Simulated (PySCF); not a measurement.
A TDDFT job was run through a driver script with this input:

```
{"job": {"kind": "uv", "xc": "PBE0", "basis": "def2-SVPD", "ip": true, "nstates": 10}, "charge": 0, "multiplicity": 1}
Mo    -0.016413     0.013864    -1.583105
C      0.004197    -0.003936     0.123229
C      0.016885    -0.013947     1.585901
H      0.554056     0.866716     1.974028
H     -1.011608     0.004916     1.981352
H      0.517464    -0.920505     1.963056
F      1.780051     0.026536    -2.037243
F     -0.932337     1.574211    -1.984755
F     -0.912304    -1.547834    -2.022473
```

Its output, with some lines taken out ([cut]) and without the SCF cycles:

```
converged SCF energy = -445.1893540235

Static polarisability (au): isotropic 61.896, principal 51.751 51.794 82.142

Singlet excitations
state   eV       nm        f      main configurations
  1   3.4069    363.9   0.00000   H->L 0.47, H-1->L+1 0.46
  2   3.7498    330.6   0.01076   H->L+1 0.48, H-1->L 0.35
  3   3.7764    328.3   0.00066   H-1->L 0.46, H->L+1 0.36, H->L 0.09
  4   3.7769    328.3   0.00064   H-1->L+1 0.43, H->L 0.40, H-1->L 0.10
[cut]
[cut]
[cut]
  8   5.5138    224.9   0.00193   H->L+3 0.43, H-1->L+4 0.43
  9   5.5145    224.8   0.00223   H->L+4 0.43, H-1->L+3 0.42
[cut]

Triplet excitations (Tamm-Dancoff, eV): 2.8340 3.0411 3.0421 3.1855
[cut]
[cut]
```

Computed with TDDFT PBE0/def2-SVPD, vertical, gas phase, core orbitals frozen in the response, def2 core potentials past Kr (PySCF). Isolated species at its PBE0-D3(BJ)/def2-SVP geometry, gas phase. Atoms past krypton carry effective core potentials; spin–orbit coupling is left out.

Q: Restore the lines that were cut, in order.

A: 
```
  5   5.1298    241.7   0.01465   H->L+2 0.74, H-1->L+2 0.22
  6   5.1310    241.6   0.01461   H-1->L+2 0.74, H->L+2 0.23
  7   5.1913    238.8   0.00018   H->L+4 0.47, H-1->L+3 0.47
 10   6.5516    189.2   0.00012   H->L+5 0.98
Vertical ionisation energy (delta-SCF) = 9.9409 eV
Vertical electron affinity (delta-SCF) = 0.2444 eV
```

Q: How many basis functions and electrons does this run hold?

A: 167 basis functions for 56 electrons in 28 doubly occupied orbitals (core potentials stand for the other electrons).

Q: What is the gap between the lowest singlet and the lowest triplet?

A: 3.4069 − 2.8340 = 0.5729 eV (full response against Tamm–Dancoff).

Q: What is the total energy of state 4 at this geometry?

A: -445.18935 + 0.13880 = -445.05055 hartree.

Q: Which species is it?

A: `C[C]#[Mo]([F])([F])[F]` (Mo(CMe)F3) (C2H3F3Mo), point group C3v.

H and L stand for HOMO and LUMO.

On one thread, x86-64 server, on a shared host, this took 72 s of wall time (grids of density and orbitals included).
